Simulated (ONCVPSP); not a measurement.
# Pseudopotential generation for selenium: ONCV, LDA (Perdew-Zunger), scalar-relativistic.

selenium (Se), optimised norm-conserving Vanderbilt (ONCV), made with ONCVPSP 4.0.1 (LDA (Perdew-Zunger), scalar-relativistic). Core [Ne], reference 3s2 3p6 3d10 4s2 4p3.75 (charge +0.25). Waves: 3s+4s: rc 0.95 bohr, ncon 4, nbas 8, qcut 13 1/bohr, 2 projectors; 3p+4p: rc 1.05 bohr, ncon 3, nbas 7, qcut 11.8 1/bohr, 2 projectors; 3d: rc 1.05 bohr, ncon 4, nbas 9, qcut 16.7 1/bohr, 1 projector. Local part: polynomial inside 0.85 bohr (lpopt 5, dvloc0 6 Ha). Core correction: none.

All-electron outer shells of the reference configuration (LDA (Perdew-Zunger), scalar-relativistic, ld1.x):

```tsv
shell	level (eV)	outermost node (bohr)	outermost maximum (bohr)
2s	-1607.16	0.06	0.17
2p	-1415.38	–	0.13
3s	-215.11	0.24	0.50
3p	-155.14	0.21	0.50
3d	-55.82	–	0.45
4s	-19.75	0.70	1.49
4p	-8.76	0.74	1.77
```

(1) Estimate the cutoffs (Ha) at which the residual kinetic energy of the hardest occupied pseudo-wave falls to 1 and 0.1 mHa per electron.

(2) Does the potential have ghost states?

(3) Which valence shell sets the plane-wave cutoff?

(4) Tests: 3s2 3p6 3d10 4s2 4p4; 3s2 3p6 3d10 4s2 4p3; 3s2 3p6 3d10 4s2 4p2; 3s2 3p6 3d10 4s2 4p3.5. Which has the largest error in its energy relative to the reference configuration, and how large is it?

Answers

(1) 106 Ha and 118 Ha.

(2) No bound ghost flagged; no localised positive-energy state flagged.

(3) 3d: 106 Ha for 1 mHa per electron, against 62 Ha for 3s.

(4) 3s2 3p6 3d10 4s2 4p2, with -3.2 meV (all-electron minus pseudo) on +29.64 eV.
